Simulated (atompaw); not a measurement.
**Building the PAW (atompaw) potential for W (PBE, non-relativistic).**

Input for atompaw 4.2.0.5:

```
W 74
GGA-PBE loggrid 2001 logderivrange -7 5 301
6 6 5 4 0 0
6 1 0
5 2 4
0 0 0
c
c
c
c
v
v
c
c
c
v
v
c
c
v
c
2
2.15 1.90 1.45 1.60
n
n
y
0.65
n
modrrkj vanderbiltortho besselshape
3 0 troulliermartins
1.30
1.90
1.35
2.15
0.60
0.60
PWSCFOUT
UPFDX 0.0125d0 UPFXMIN -7.d0 UPFZMESH 74.d0
END
```

Command:

```bash
atompaw < W.input > W.log
```

Output (summary file):

```
[... start of the log left out ...]
   Valence                  :     -722.53483348494319

 PAW parameters:
       lmax =            2
         rc =    2.1507749952686330
        irc =         1472
   rc_shape =    1.9017558486705817
    rc_vloc =    1.4566877493135209
    rc_core =    1.6029932585093722
   Vloc: Norm-conserving Troullier-Martins with l= 3;e=   0.0000E+00
   Projector type: modified RKKJ projectors + Vanderbilt ortho.
   Bessel compensation charge shape zeroed at   1.9018E+00

 Number of basis functions     6
 No.   n  nodes  l      Energy         Cp coeff         Occ
  1    5    4    0   -0.4779943E+01  0.7081205E+00  0.2000000E+01
  2    6    5    0   -0.3493718E+00  0.3132526E+01  0.2000000E+01
  3    5    3    1   -0.2995784E+01 -0.6709725E+01  0.6000000E+01
  4    6    4    1   -0.1094107E+00 -0.1238112E+03  0.0000000E+00
  5    5    2    2   -0.4266691E+00  0.1025193E+01  0.4000000E+01
  6  999    3    2    0.6500000E+00  0.1090696E-02  0.0000000E+00

 Eigenvalues of overlap operator (in the basis of projectors):
    1       -9.88258040E+05
    2       -1.38132297E+02
    3       -6.34396171E-01
    4        1.33814674E-02
    5        3.43680814E+01
    6        4.61801982E+01

The overlap operator has at least one negative eigenvalue!
It might be not positive definite...
Program is stopping.
This probably means that your projectors are too similar
or that your PAW basis is incomplete.
Advice: try to change your input parameters (f.i. : reference energies).
```

The run stopped because the overlap operator built from these waves and projectors is not positive definite.

The run took about 0.73 s on one core of a shared server CPU.
